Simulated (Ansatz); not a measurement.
Consider the redistribution: `[CH3][GaH][Se]C` + `N#C[SiH3]` → `C[Se]C#N` + `[CH3][GaH][SiH3]`.

Program: Ansatz. Geometries: PBE0-D4/def2-TZVP. ΔE: electronic, gas phase. CCSD(T)/CBS is the MP2 limit (def2-TZVPP, def2-QZVPP) plus CCSD(T) − MP2 in def2-TZVPP, frozen cores. This one scheme is used for every species. For Ga, Se outer-core shells are correlated without core-valence functions, which leaves a few kJ/mol of doubt a bond. Scalar relativity is left out up to krypton. Each species was taken in one conformer, which may not be the lowest.

```csv
species,CCSD(T)/CBS(def2) energy (Eh)
`[CH3][GaH][Se]C`,-4405.00109
`N#C[SiH3]`,-383.61554
`C[Se]C#N`,-2533.28551
`[CH3][GaH][SiH3]`,-2255.26825
```

Problem. Work out ΔE.

Solution. ΔE = (-2533.28551) + (-2255.26825) − (-4405.00109) − (-383.61554) = 0.06287 Eh = +165.1 kJ/mol.

Largest T1 diagnostic among the species: 0.013.

From BLYP to BHLYP (50 % exact exchange), in def2-TZVPP and without D4, ΔE moves by +18.0 kJ/mol. Leaving LDA and LC-ωPBE aside and taking each functional with its dispersion term where it has one, the values, not all of them listed here, spread over 28.8 kJ/mol, from revPBE-D4 to BHLYP-D4. In def2-TZVPP, CCSD(T) changes the Hartree–Fock value by −17.3 kJ/mol (the triples alone add −2.1 kJ/mol) and MP2 by −9.7 kJ/mol.
